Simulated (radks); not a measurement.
These are the eigenvalues of the occupied orbitals of an atom or ion with whole-number occupations (eV). Calculated with a radial shooting solver on a logarithmic mesh with Libxc functionals: scalar-relativistic Kohn-Sham, r2SCAN, spin-polarised, spherical densities, finite nucleus; meta-GGA in the generalised Kohn-Sham scheme; Fermi nuclear charge, rms radius of each element as measured or else 0.836 A^(1/3) + 0.57 fm.

orbital  eigenvalue
1s up     -77555.94
1s down   -77555.93
2s up     -14723.81
2s down   -14718.95
2p up     -12968.40
2p down   -12964.54
3s up     -4483.218
3s down   -4482.242
3p up     -3966.927
3p down   -3965.503
3d up     -3404.838
3d down   -3401.506
4s up     -1890.147
4s down   -1879.928
4p up     -1703.660
4p down   -1693.614
4d up     -1483.399
4d down   -1473.268

Which element is it, and in what charge state? The configuration may be excited. Open shells, if any, are filled with parallel spins first.

Answer. Z = 77, iridium, charge +34: Ir34+ in [Kr] 4d7. The list shows which subshells hold electrons but not how many an open one holds; the 1s level, -2850.1 hartree, gives Z - s = 75.5 by -(Z - s)^2/2, which with screening and relativity narrows Z to a few neighbours, and the depths of the outer levels then fix element, charge and occupations together.
